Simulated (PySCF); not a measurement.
**Shieldings and the share of exact exchange**

Molecule: SMILES C#C[Si@@H](O)O[SiH3], C₂H₆O₂Si₂.

Geometry:
| atom | x (Å) | y (Å) | z (Å) |
| --- | --- | --- | --- |
| C1 | 2.099 | -1.287 | 1.348 |
| C2 | 1.456 | -0.342 | 0.929 |
| Si3 | 0.469 | 1.072 | 0.295 |
| O4 | 1.418 | 2.064 | -0.617 |
| O5 | -0.760 | 0.451 | -0.607 |
| Si6 | -2.020 | -0.615 | -0.759 |
| H7 | 2.669 | -2.120 | 1.721 |
| H8 | -0.058 | 1.900 | 1.401 |
| H9 | 1.972 | 1.646 | -1.283 |
| H10 | -3.109 | -0.262 | 0.200 |
| H11 | -1.558 | -2.008 | -0.483 |
| H12 | -2.539 | -0.529 | -2.153 |

GIAO shieldings (ppm, equivalent atoms averaged) in PySCF 2.14.0 with density-fitted response routines on the PBE0-D3(BJ)/def2-SVP geometry, basis pcSseg-1, gas phase, non-relativistic:

```tsv
functional	exact exchange (%)	σ(Si6)	σ(Si3)	σ(O4)	σ(O5)
BLYP	0	374.8	390.1	255.3	267.2
BP86	0	377.1	394.0	256.3	271.2
PBE	0	378.4	393.8	256.0	270.9
B3LYP	20	386.2	401.5	264.2	277.2
PBE0	25	393.3	408.6	267.1	282.7
BHandHLYP	50	405.0	419.9	274.6	288.6
HF	100	440.2	453.9	287.9	303.5
```

Problem. Fit each shielding as a line in the percentage of exact exchange.

Solution. σ(Si6) = 376.1 + 0.63 x (rms 1.9 ppm); σ(Si3) = 391.9 + 0.61 x (rms 2.0 ppm); σ(O4) = 256.9 + 0.32 x (rms 1.4 ppm); σ(O5) = 270.7 + 0.34 x (rms 2.0 ppm). The functionals also differ in their semilocal parts, which the line can't hold; Hartree–Fock has no correlation at all.

Problem. What does the line predict for mPW1PW91 (25 %), and what does the run give?

Solution. σ(Si6): 391.9 predicted, 391.9 computed; σ(Si3): 407.1 predicted, 408.3 computed; σ(O4): 264.9 predicted, 267.2 computed; σ(O5): 279.2 predicted, 282.7 computed ppm.
